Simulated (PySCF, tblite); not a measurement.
C3H10F2OSi3.
Z-matrix (Å and degrees, GFN2-xTB geometry), rows numbered from 1:
```
C 
C   1  1.4978
O   2  1.2137  1  123.03
Si  2  1.9351  1  121.04  3   179.92
Si  4  2.3402  2  105.81  1   111.76
Si  4  2.3397  2  105.80  1  -111.80
C   4  1.9662  2  106.12  1    -0.04
F   7  1.3661  4  111.37  2   -58.91
F   7  1.3661  4  111.31  2    58.97
H   1  1.0888  2  109.05  3   121.55
H   1  1.0879  2  111.27  3     0.06
H   1  1.0889  2  109.08  3  -121.43
H   5  1.4623  4  109.28  2    70.10
H   5  1.4685  4  109.96  2  -171.65
H   5  1.4659  4  113.96  2   -51.23
H   6  1.4621  4  109.32  2   -70.05
H   6  1.4682  4  110.05  2   171.74
H   6  1.4656  4  114.05  2    51.29
H   7  1.0988  4  114.60  2  -179.99
```

Theory: PBE0/pcSseg-1 in PySCF (dipole) on a GFN2-xTB geometry, gas phase.

Take the most abundant isotopes and a rigid rotor. The values belong to one conformer with, in the numbering `[CH3:1][C:2](=[O:3])[Si:4]([SiH3:5])([SiH3:6])[CH:7]([F:8])[F:9]`, C1–C2–Si4–Si5 112°, C2–Si4–C7–F8 -59°.

Problem. Give the principal moments of inertia and the rotational constants in MHz.

Solution. Ia = 610.96, Ib = 642.81, Ic = 695.86 u·Å²; 505379 MHz·u·Å²/I gives A = 827.2, B = 786.2, C = 726.3 MHz.

Problem. Classify the top.

Solution. An asymmetric top. Ray's parameter κ = (2B − A − C)/(A − C) = 0.188; −1 is the prolate and +1 the oblate limit.

Problem. Is it planar, by Δ = Ic − Ia − Ib?

Solution. Not planar: Δ = Ic − Ia − Ib = -557.90 u·Å². For a rigid frame Δ = −2 Σ m c², so Σ m c² = 278.95 u·Å² lies off the ab plane: 35.94 from hydrogen and 243.01 from heavier atoms. The atom farthest from that plane is 3.45 Å away.

Problem. Give the other two planar moments, Paa and Pbb, and the rms extents of the mass along the axes.

Solution. Paa = Σ m a² = (Ib + Ic − Ia)/2 = 363.85 and Pbb = Σ m b² = (Ia + Ic − Ib)/2 = 332.01 u·Å². With the mass M = 184.00 u, the rms extents √(P/M) along a, b and c are 1.41, 1.34, 1.23 Å.

Problem. Give the coordinates in the principal-axis frame, origin at the centre of mass.

Solution. The sense of each axis is arbitrary; atoms in the order of the calculation.
```tsv
atom	mass (u)	a (Å)	b (Å)	c (Å)
C1	12.000	-1.025	0.000	-2.367
C2	12.000	0.298	0.002	-1.665
O3	15.995	1.360	0.005	-2.254
Si4	27.977	0.403	0.000	0.267
Si5	27.977	1.274	-2.091	0.857
Si6	27.977	1.269	2.091	0.860
C7	12.000	-1.454	-0.002	0.915
F8	18.998	-2.141	1.088	0.459
F9	18.998	-2.138	-1.092	0.458
H10	1.008	-1.589	-0.879	-2.060
H11	1.008	-0.898	0.002	-3.447
H12	1.008	-1.593	0.877	-2.058
H13	1.008	2.679	-2.157	0.460
H14	1.008	1.207	-2.269	2.313
H15	1.008	0.568	-3.222	0.248
H16	1.008	2.674	2.163	0.463
H17	1.008	1.205	2.268	2.317
H18	1.008	0.562	3.224	0.256
H19	1.008	-1.557	-0.003	2.009
```

Problem. List the rotational levels J(Ka,Kc) to J = 3 (MHz).

Solution. Above 0(0,0):
J = 1: 1(0,1) 1512, 1(1,1) 1553, 1(1,0) 1613
J = 2: 2(0,2) 4503, 2(1,2) 4518, 2(1,1) 4698, 2(2,1) 4821, 2(2,0) 4855
J = 3: 3(0,3) 8945, 3(1,3) 8948, 3(1,2) 9294, 3(2,2) 9359, 3(2,1) 9489, 3(3,1) 9731, 3(3,0) 9746
The levels of one J sum to (2J + 1)J(J + 1)(A + B + C)/3.

Problem. Which lines would a microwave search look for?

Solution. The dipole components are |μa| = 0.41 D, |μb| = 0.00 D, |μc| = 1.78 D; the mirror of this Cs structure is the ac plane, so μb vanishes by symmetry (the 0.01 D computed is a residue) and there are no b-type lines. Intensities carry the squares of the components, which stand as 0.05 : 1.00 (a : c). Some lines, for components of 0.1 D or more:

```json
{"type": "a", "branch": "Q", "J(Ka,Kc)": "3(1,2) ← 3(1,3)", "MHz": "345", "lower level (cm⁻¹)": "0.298"}
{"type": "a", "branch": "R", "J(Ka,Kc)": "1(0,1) ← 0(0,0)", "MHz": "1512", "lower level (cm⁻¹)": "0.000"}
{"type": "c", "branch": "R", "J(Ka,Kc)": "1(1,0) ← 0(0,0)", "MHz": "1613", "lower level (cm⁻¹)": "0.000"}
{"type": "a", "branch": "R", "J(Ka,Kc)": "2(1,2) ← 1(1,1)", "MHz": "2965", "lower level (cm⁻¹)": "0.052"}
{"type": "a", "branch": "R", "J(Ka,Kc)": "2(0,2) ← 1(0,1)", "MHz": "2991", "lower level (cm⁻¹)": "0.050"}
{"type": "a", "branch": "R", "J(Ka,Kc)": "2(1,1) ← 1(1,0)", "MHz": "3085", "lower level (cm⁻¹)": "0.054"}
{"type": "c", "branch": "R", "J(Ka,Kc)": "2(1,1) ← 1(0,1)", "MHz": "3186", "lower level (cm⁻¹)": "0.050"}
{"type": "c", "branch": "R", "J(Ka,Kc)": "2(2,0) ← 1(1,0)", "MHz": "3242", "lower level (cm⁻¹)": "0.054"}
{"type": "c", "branch": "R", "J(Ka,Kc)": "2(2,1) ← 1(1,1)", "MHz": "3268", "lower level (cm⁻¹)": "0.052"}
{"type": "a", "branch": "R", "J(Ka,Kc)": "3(1,3) ← 2(1,2)", "MHz": "4430", "lower level (cm⁻¹)": "0.151"}
{"type": "a", "branch": "R", "J(Ka,Kc)": "3(0,3) ← 2(0,2)", "MHz": "4441", "lower level (cm⁻¹)": "0.150"}
{"type": "a", "branch": "R", "J(Ka,Kc)": "3(2,2) ← 2(2,1)", "MHz": "4537", "lower level (cm⁻¹)": "0.161"}
{"type": "a", "branch": "R", "J(Ka,Kc)": "3(1,2) ← 2(1,1)", "MHz": "4595", "lower level (cm⁻¹)": "0.157"}
{"type": "a", "branch": "R", "J(Ka,Kc)": "3(2,1) ← 2(2,0)", "MHz": "4634", "lower level (cm⁻¹)": "0.162"}
{"type": "c", "branch": "R", "J(Ka,Kc)": "3(1,2) ← 2(0,2)", "MHz": "4790", "lower level (cm⁻¹)": "0.150"}
{"type": "c", "branch": "R", "J(Ka,Kc)": "3(2,1) ← 2(1,1)", "MHz": "4791", "lower level (cm⁻¹)": "0.157"}
{"type": "c", "branch": "R", "J(Ka,Kc)": "3(2,2) ← 2(1,2)", "MHz": "4840", "lower level (cm⁻¹)": "0.151"}
{"type": "c", "branch": "R", "J(Ka,Kc)": "3(3,0) ← 2(2,0)", "MHz": "4890", "lower level (cm⁻¹)": "0.162"}
{"type": "c", "branch": "R", "J(Ka,Kc)": "3(3,1) ← 2(2,1)", "MHz": "4910", "lower level (cm⁻¹)": "0.161"}
```

Its lowest GFN2-xTB frequency is 7i cm⁻¹, too small to tell a flat minimum from a shallow saddle. Constants of a rigid frame at the computed geometry: no zero-point averaging, no centrifugal distortion. A rigid rotor knows nothing of internal rotation, which can split or shift real lines.
